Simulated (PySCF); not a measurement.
C₂H₃AlFNO₂, SMILES C[O][Al]([F])[N]=C=O.

The structure is a stationary point at B3LYP-D3(BJ)/def2-SVP. One conformer was computed; it need not be the lowest.

Method: TDDFT-PBE/def2-SVPD in PySCF 2.14.0.

Vertical excitations.  State labels are in the subgroup Cs.

**Question.** Estimate the UV-visible absorptions. (An estimate is asked for; the answer gives what the named calculation found.)

**Answer.** 
```json
[
 {"state": "S1", "symmetry": "A\"", "energy (eV)": "5.48", "λ (nm)": "226", "f": "0.007", "main pairs": "HOMO→LUMO 100 %"},
 {"state": "S2", "symmetry": "A'", "energy (eV)": "5.55", "λ (nm)": "223", "f": "0.005", "main pairs": "HOMO−1→LUMO 98 %"},
 {"state": "S3", "symmetry": "A\"", "energy (eV)": "5.89", "λ (nm)": "210", "f": "0.001", "main pairs": "HOMO−1→LUMO+1 99 %"},
 {"state": "S4", "symmetry": "A'", "energy (eV)": "6.00", "λ (nm)": "206", "f": "0.006", "main pairs": "HOMO−2→LUMO 100 %"},
 {"state": "S5", "symmetry": "A\"", "energy (eV)": "6.10", "λ (nm)": "203", "f": "0.024", "main pairs": "HOMO−3→LUMO 99 %"},
 {"state": "S6", "symmetry": "A'", "energy (eV)": "6.11", "λ (nm)": "203", "f": "0.088", "main pairs": "HOMO→LUMO+1 94 %"},
 {"state": "S7", "symmetry": "A\"", "energy (eV)": "6.36", "λ (nm)": "195", "f": "0.000", "main pairs": "HOMO−2→LUMO+1 100 %"},
 {"state": "S8", "symmetry": "A'", "energy (eV)": "6.74", "λ (nm)": "184", "f": "0.034", "main pairs": "HOMO−3→LUMO+1 75 %, HOMO−1→LUMO+2 17 %"},
 {"state": "S9", "symmetry": "A\"", "energy (eV)": "6.82", "λ (nm)": "182", "f": "0.001", "main pairs": "HOMO→LUMO+2 100 %"},
 {"state": "S10", "symmetry": "A'", "energy (eV)": "7.01", "λ (nm)": "177", "f": "0.040", "main pairs": "HOMO−1→LUMO+2 72 %, HOMO−2→LUMO+2 16 %"},
 {"state": "T1", "symmetry": "A\"", "energy (eV)": "5.25", "λ (nm)": "236", "f": "0", "main pairs": "HOMO→LUMO 98 %"},
 {"state": "T2", "symmetry": "A'", "energy (eV)": "5.36", "λ (nm)": "231", "f": "0", "main pairs": "HOMO−1→LUMO 97 %"},
 {"state": "T3", "symmetry": "A'", "energy (eV)": "5.60", "λ (nm)": "222", "f": "0", "main pairs": "HOMO→LUMO+1 96 %"},
 {"state": "T4", "symmetry": "A\"", "energy (eV)": "5.76", "λ (nm)": "215", "f": "0", "main pairs": "HOMO−1→LUMO+1 90 %"}
]
```
Triplets are in the Tamm–Dancoff approximation, which puts them higher than full response would, so one can lie above its singlet here.
